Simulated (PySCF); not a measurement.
Species: C₆H₁₂FNSi.
Geometry (GFN2-xTB, Å), atoms numbered from 1 in this order:
```xyz
21
C6H12FNSi angstrom
C     -2.8514   -0.0713   -0.9284
N     -2.4358   -0.6765    0.3129
Si    -0.8737   -0.5671    1.0010
F     -1.0762   -1.4104    2.3771
C      0.5472   -1.1180   -0.0751
C      1.5273   -0.2139   -0.1010
C      2.8039   -0.3678   -0.8710
C      1.3561    1.0411    0.7137
C     -0.0442    1.1157    1.3459
H     -1.9745    0.0931   -1.5496
H     -3.5384   -0.7328   -1.4609
H     -3.3496    0.8918   -0.7735
H     -3.2070   -0.9083    0.9185
H      0.6235   -2.0394   -0.6292
H      3.4570    0.4897   -0.7262
H      2.5953   -0.4700   -1.9354
H      3.3326   -1.2655   -0.5530
H      1.5493    1.9102    0.0788
H      2.1254    1.0439    1.4914
H     -0.6077    1.9321    0.8965
H      0.0320    1.3404    2.4076
```

Computed at PBE0/pcSseg-1 (PySCF, non-relativistic), with Q(14N) = 0.02044 b: N2, 14N (I = 1): χzz = -5.120 MHz, η = 0.354.

**Question.** Find the zero-field quadrupole resonance frequencies of 14N at N2.

**Answer.** From ν± = (3/4)|χ|(1 ± η/3) and ν0 = |χ|η/2: ν+ 4.293 MHz, ν− 3.387 MHz, ν0 0.906 MHz (silicon-bound nitrogen).

In a crystal, neighbours and librations shift these lines. One conformer (not necessarily the lowest) at the GFN2-xTB geometry, without solvent, vibrations or thermal averaging. GFN2-xTB frequencies show an imaginary mode (116i cm⁻¹), so this geometry is no minimum at that level. GFN2-xTB bond lengths can be off by several hundredths of an ångström, more for odd bonds, and the gradients follow them. These gradients aren't converged with respect to the basis.
